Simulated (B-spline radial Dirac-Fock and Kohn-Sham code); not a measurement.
## Core-level shifts of ytterbium with charge state

Model: relaxed Dirac-Fock hole states (ΔSCF) with Breit and QED corrections and a finite nucleus. Program: an atomic code on a B-spline grid. Each ion is free and in its tabulated ground configuration. No correlation.

Reference: Yb, [Xe] 4f14 6s2, with L1 10494.2 eV, L2 9978.1 eV, N2 400.5 eV, N4 199.3 eV, N5 190.2 eV, Kα1 (K-L3) 52385.1 eV, Kβ1 (K-M3) 59373.9 eV, Lα1 (L3-M5) 7415.7 eV. Shifts from it, in eV (a dash: the subshell is empty, belongs to an open shell averaged over j, or its hole state is left out as unreliable):

```
 ion           configuration     L1     L2     N2     N4     N5    Kα1    Kβ1    Lα1
 Yb⁺           [Xe] 4f14 6s1   +7.3   +7.4   +7.3   +7.3   +7.3  +0.02  +0.05  +0.03
Yb²⁺               [Xe] 4f14  +15.8  +15.9  +15.8  +15.8  +15.8  +0.08  +0.16  +0.07
Yb³⁺               [Xe] 4f13      ?      ?      ?      ?      ?      ?      ?      ?
Yb⁴⁺               [Xe] 4f12  +62.4  +62.1  +62.4  +60.8  +60.6  -1.51  -3.58  -1.76
Yb⁵⁺  [Kr] 4d10 4f12 5s2 5p5  +81.5  +81.2  +80.9  +79.3  +79.2  -1.01  -2.60  -1.35
```

Task: Give the missing shifts for Yb³⁺.

Result: L1 +37.8, L2 +37.7, N2 +37.9, N4 +37.2, N5 +37.1, Kα1 -0.66, Kβ1 -1.59, Lα1 -0.79 (eV).

Over this range L1 (2s) moves by +81.5 eV and Kα1 by -1.0 eV: a line is a difference of two levels that shift in the same direction.

Values without a named source are computed, but for edge energies of neutral atoms, which are taken from tables.
